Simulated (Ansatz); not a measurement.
Input:

```yaml
crystal:
  periodic: [false, false, false]
  atoms:
    - { symbol: B, position_ang: [-1.3627, 0.2143, 1.5148] }
    - { symbol: C, position_ang: [-0.0842, -0.3741, 0.8887] }
    - { symbol: "N", position_ang: [-0.1887, -0.4107, -0.5942] }
    - { symbol: B, position_ang: [0.9622, -1.3753, -1.1337] }
    - { symbol: Al, position_ang: [0.2286, 1.2913, -1.4171] }
    - { symbol: H, position_ang: [-1.3538, 1.2511, 2.1645] }
    - { symbol: H, position_ang: [-2.4322, -0.2368, 1.2845] }
    - { symbol: H, position_ang: [0.0267, -1.3822, 1.3063] }
    - { symbol: H, position_ang: [0.8093, 0.2235, 1.2802] }
    - { symbol: H, position_ang: [2.0385, -1.2445, -0.8566] }
    - { symbol: H, position_ang: [0.5346, -2.3, -1.7727] }
    - { symbol: H, position_ang: [1.7557, 1.8262, -1.3705] }
    - { symbol: H, position_ang: [-1.16628, -0.23014, -0.89973] }
magnetization:
  spin_polarized: true
basis:
  gaussian: { orbitals: STO-3G }
hamiltonian:
  xc: pbe0
  dispersion: d4
relax:
  f_tol: 0.02
  max_steps: 50
```

Run as:

```bash
$ ansatz run input.yaml --threads 1 --pin off --max-ram 2048MiB --backend cpu --events-out ev --progress --plain --runs-dir out
```

Hardware: 1 thread of Arm Neoverse V1, on a shared host.

Problem. Roughly how long does this run take, and how much memory?

Solution. 99 s, with a peak of 0.18 GiB, for 18 ionic steps.
